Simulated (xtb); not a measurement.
A run for xtb: GFN1-xTB on Ir2, 2S+1 = 5, a spin state set in the input, which need not be the lowest, a point of a bond scan (R = 2.150 Å).

```
$ xtb mol.xyz --gfn 1 --sp --chrg 0 --uhf 4
2

Ir     0.00000000     0.00000000     0.00000000
Ir     0.00000000     0.00000000     2.15018900
```

The log:

```
[...]
           -------------------------------------------------
          |                Calculation Setup                |
           -------------------------------------------------



           -------------------------------------------------
          |                 G F N 1 - x T B                 |
           -------------------------------------------------

        Reference                      10.1021/acs.jctc.7b00118
      * Hamiltonian:
        H0-scaling (s, p, d)           1.850000    2.250000    2.000000
        zeta-weighting                 0.000000
      * Dispersion:
        s8                             2.400000
        a1                             0.630000
        a2                             5.000000
        s9                             0.000000
      * Repulsion:
        kExp                           1.500000
        rExp                           1.000000
      * Coulomb:
        alpha                          2.000000
        third order                    atomic
        anisotropic                    false
      * Halogen bond correction:
        rad-scale                      1.300000
        damping                        0.440000


          ...................................................
          :                      SETUP                      :
          :.................................................:
          :  # basis functions                  20          :
          :  # atomic orbitals                  18          :
          :  # shells                            6          :
          :  # electrons                        18          :
          :  # halogen bonds                     0          :
          :  max. iterations                   250          :
          :  Hamiltonian                  GFN1-xTB          :
          :  restarted?                      false          :
          :  GBSA solvation                  false          :
          :  PC potential                    false          :
          :  electronic temp.          300.0000000     K    :
          :  accuracy                    1.0000000          :
          :  -> integral cutoff          0.2500000E+02      :
          :  -> integral neglect         0.1000000E-07      :
          :  -> SCF convergence          0.1000000E-05 Eh   :
          :  -> wf. convergence          0.2000000E-04 e    :
          :  Broyden damping             0.4000000          :
          :  net charge                          0          :
          :  unpaired electrons                  4          :
          ...................................................

 iter      E             dE          RMSdq      gap      omega  full diag
   1     -8.0603473 -0.806035E+01  0.197E+01    1.02       0.0  T
   2     -8.0697899 -0.944264E-02  0.871E+00    0.77       1.0  T
   3     -8.0698119 -0.219139E-04  0.323E+00    0.74       1.0  T
   4     -8.0698125 -0.682677E-06  0.909E-02    0.73       1.0  T
   5     -8.0698127 -0.153438E-06  0.466E-02    0.73       1.5  T
   6     -8.0698127 -0.547310E-07  0.383E-03    0.73      18.5  T
   7     -8.0698127 -0.375511E-09  0.278E-06    0.73   25417.2  T
   8     -8.0698127 -0.532907E-14  0.195E-08    0.73  100000.0  T

   *** convergence criteria satisfied after 8 iterations ***

         #    Occupation            Energy/Eh            Energy/eV
      -------------------------------------------------------------
         1        2.0000           -0.4611785             -12.5493
       ...           ...                  ...                  ...
         5        2.0000           -0.4228800             -11.5072
         6        1.9958           -0.4056437             -11.0381
         7        1.5021           -0.4004590             -10.8970
         8        1.5021           -0.4004590             -10.8970
         9        1.0000           -0.3656183              -9.9490
        10        1.0000           -0.3564919              -9.7006
        11        1.0000           -0.3564919              -9.7006 (HOMO)
        12        0.0000           -0.3295077              -8.9664 (LUMO)
        13        0.0000           -0.3295077              -8.9664
        14                         -0.2861073              -7.7854
        15                          0.0260923               0.7100
        16                          0.2945991               8.0164
       ...                                ...                  ...
        18                          3.8549155             104.8976
      -------------------------------------------------------------
                  HL-Gap            0.0269842 Eh            0.7343 eV
             Fermi-level           -0.3717254 Eh          -10.1152 eV

 SCC (total)                   0 d,  0 h,  0 min,  0.001 sec
 SCC setup                      ...        0 min,  0.000 sec (  2.973%)
 Dispersion                     ...        0 min,  0.000 sec (  1.227%)
 classical contributions        ...        0 min,  0.000 sec (  0.532%)
 integral evaluation            ...        0 min,  0.000 sec ( 29.171%)
 iterations                     ...        0 min,  0.001 sec ( 36.116%)
 molecular gradient             ...        0 min,  0.000 sec ( 25.392%)
 printout                       ...        0 min,  0.000 sec (  4.220%)

         :::::::::::::::::::::::::::::::::::::::::::::::::::::
         ::                     SUMMARY                     ::
         :::::::::::::::::::::::::::::::::::::::::::::::::::::
         :: total energy              -8.015940502925 Eh    ::
         :: gradient norm              0.242736064295 Eh/a0 ::
         :: HOMO-LUMO gap              0.734277042321 eV    ::
         ::.................................................::
         :: SCC energy                -8.069812743829 Eh    ::
         :: -> electrostatic           0.003630179706 Eh    ::
         :: repulsion energy           0.054386432643 Eh    ::
         :: dispersion energy         -0.000514191739 Eh    ::
         :: halogen bond corr.         0.000000000000 Eh    ::
         :: add. restraining           0.000000000000 Eh    ::
         :: total charge               0.000000000046 e     ::
         :::::::::::::::::::::::::::::::::::::::::::::::::::::

           -------------------------------------------------
          |                Property Printout                |
           -------------------------------------------------

    * Orbital Energies and Occupations

         #    Occupation            Energy/Eh            Energy/eV
      -------------------------------------------------------------
         1        2.0000           -0.4611785             -12.5493
         2        2.0000           -0.4591356             -12.4937
         3        2.0000           -0.4591356             -12.4937
         4        2.0000           -0.4228800             -11.5072
         5        2.0000           -0.4228800             -11.5072
         6        1.9958           -0.4056437             -11.0381
         7        1.5021           -0.4004590             -10.8970
         8        1.5021           -0.4004590             -10.8970
         9        1.0000           -0.3656183              -9.9490
        10        1.0000           -0.3564919              -9.7006
        11        1.0000           -0.3564919              -9.7006 (HOMO)
        12        0.0000           -0.3295077              -8.9664 (LUMO)
        13        0.0000           -0.3295077              -8.9664
        14                         -0.2861073              -7.7854
        15                          0.0260923               0.7100
        16                          0.2945991               8.0164
        17                          0.2945991               8.0164
        18                          3.8549155             104.8976
      -------------------------------------------------------------
Note: The following floating-point exceptions are signalling: IEEE_DENORMAL
normal termination of xtb
                  HL-Gap            0.0269842 Eh            0.7343 eV
             Fermi-level           -0.3717254 Eh          -10.1152 eV

  Mulliken/CM5 charges         n(s)   n(p)   n(d)
     1Ir    0.00000  0.00000   0.678  0.604  7.718
     2Ir   -0.00000 -0.00000   0.678  0.604  7.718

Wiberg/Mayer (AO) data.
largest (>0.10) Wiberg bond orders for each atom

 ---------------------------------------------------------------------------
     #   Z sym  total        # sym  WBO       # sym  WBO       # sym  WBO
 ---------------------------------------------------------------------------
     1  77 Ir   3.450 --     2 Ir   3.450
     2  77 Ir   3.450 --     1 Ir   3.450
 ---------------------------------------------------------------------------

Topologies differ in total number of bonds
Writing topology from bond orders to xtbtopo.mol

 dipole moment from electron density (au)
     X       Y       Z
  -0.0000  -0.0000  -0.0000  total (Debye):    0.000


           -------------------------------------------------
          | TOTAL ENERGY               -8.015940502925 Eh   |
          | GRADIENT NORM               0.242736064295 Eh/α |
          | HOMO-LUMO GAP               0.734277042321 eV   |
           -------------------------------------------------

------------------------------------------------------------------------
------------------------------------------------------------------------
 total:
 SCF:
```

The run finished.

Cost: very roughly 0.010 core-seconds.
